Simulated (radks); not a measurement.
Initial-state core-level shifts of the thulium ion Tm3+ when its valence configuration changes from [Xe] 4f12. All-electron calculation, non-relativistic Kohn-Sham, PBEsol, spin-polarised, spherical densities, point nucleus; open shells are filled with parallel spins first (spin-orbit coupling, left out, can overturn this in heavy ions); relativity is left out, which matters for an element this heavy. Program: a radial shooting solver on a logarithmic mesh with Libxc functionals. Shifts are changes of the shell-averaged eigenvalues in eV (positive: less bound); the change of the density at the nucleus, which sets a Mossbauer isomer shift, is in e/bohr^3, on a base of 2.344e+05.

valence,1s,2s,2p,3d,density at nucleus
4f11 6p1,-13.611,-14.446,-14.286,-15.237,+14.13
4f11 5d1,-8.691,-9.402,-9.244,-10.271,+11.32
4f11 6s1,-12.637,-13.470,-13.312,-14.260,+31.61
4f10 6p2,-28.230,-30.045,-29.694,-31.750,+30.20
4f11.5 6s0.5,-6.172,-6.570,-6.494,-6.949,+15.05
4f9 6s1 6p2,-42.917,-45.844,-45.279,-48.566,+69.91
4f10 5d2,-18.023,-19.556,-19.212,-21.429,+23.96
4f11.5 6p0.5,-6.671,-7.070,-6.993,-7.449,+6.79
4f10 6s2,-26.516,-28.317,-27.974,-30.012,+69.06
